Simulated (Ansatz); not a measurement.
H2BO, SMILES `[BH-]O` (lower singlet; H–B–O–H torsion 180°) (charge -1, multiplicity 1). This singlet lies 0.67 eV below the relaxed triplet at the level frozen-core CCSD(T)/aug-cc-pVTZ // B3LYP-D3(BJ)/def2-TZVPD (Ansatz, a program for electronic structure).

Cartesian coordinates (Å):
```xyz
4

B      0.5113     0.1867    -0.4228
O     -0.6246    -0.1478     0.3412
H      1.4974    -0.1404     0.2646
H     -1.3841     0.1014    -0.1830
```
Charge -1, spin multiplicity 1.

Frozen-core energies in aug-cc-pVTZ from Ansatz at a geometry from B3LYP-D3(BJ)/def2-TZVPD; the HF reference has <S^2> = 0.00 (restricted, and unstable towards unrestricted orbitals) and the T1 diagnostic is 0.020.

| level | energy (Ha) | difference from CCSDT(Q) (mHa) |
|---|---|---|
| HF | -100.68546 | 401.58 |
| MP2 | -101.05488 | 32.17 |
| CCSD | -101.06948 | 17.56 |
| CCSD(T) | -101.08560 | 1.45 |
| CCSDT | -101.08609 | 0.95 |
| CCSDT(Q) | -101.08705 | 0.00 |
